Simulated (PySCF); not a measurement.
**Spinor energies of Fe⁺ (iron, charge +1)**

Start: [Ar] 3d6 4p1; 3d3/2 filled at m_j = +3/2; 3d5/2 filled at m_j = -3/2, -1/2, +1/2, +3/2, +5/2; 4p3/2 filled at m_j = +3/2. Calculated with PySCF 2.14 in x2c-TZVPall-2c with one added diffuse shell each of s, p, d type (7s8p5d1f, 63 functions): generalised Hartree-Fock with the X2C-1e Hamiltonian and a Gaussian nucleus; one run each with spin-orbit coupling (SO) switched off, then screened by Boettger's factors. This is a chosen level, not necessarily the ground level.

```csv
spinor shell,electrons,"ε, spin-free (eV)","ε, screened SO (eV)",weight of nominal j (screened SO),"rms radius, screened SO (bohr)"
1s1/2,2,-7185.2,-7185.1,1.000,0.0675
2s1/2,2,-892.44,-892.42,1.000,0.288
2p1/2,2,-758.25,-767.21,0.987,0.259
2p3/2,4,-758.25,-753.85,0.994,0.261
3s1/2,2,-125.42,-125.42,1.000,0.872
3p3/2,4,-85.014,-84.302,0.830,0.936
3p1/2,2,-85.014,-86.489,0.661,0.932
3d5/2,5,-27.301,-28.287,0.588,1.19
3d3/2,1,-27.301,-22.481,0.790,1.27
4p3/2,1,-10.505,-10.483,1.000,3.80
```

| quantity | spin-free | screened SO |
| --- | --- | --- |
| E (hartree) | -1270.90901 | -1270.92999 |
| M_J | 11/2 | 11/2 |
| ⟨J²⟩ | 35.756 | 35.757 |
| ⟨L²⟩ | 12.004 | 12.013 |
| ⟨S²⟩ | 8.752 | 8.748 |

Each row is a mean over spinors that exchange with the open shell spreads, by up to 15.514 eV (3p3/2).

Rows whose weight is well below 1 are mixtures of j = l ± 1/2: exchange outweighs spin-orbit coupling there, and the label is only the starting occupation.

Without spin-orbit coupling the j labels of p, d and f shells carry no meaning; the spin-free column gives the mean over the occupied spinors of each nl shell.
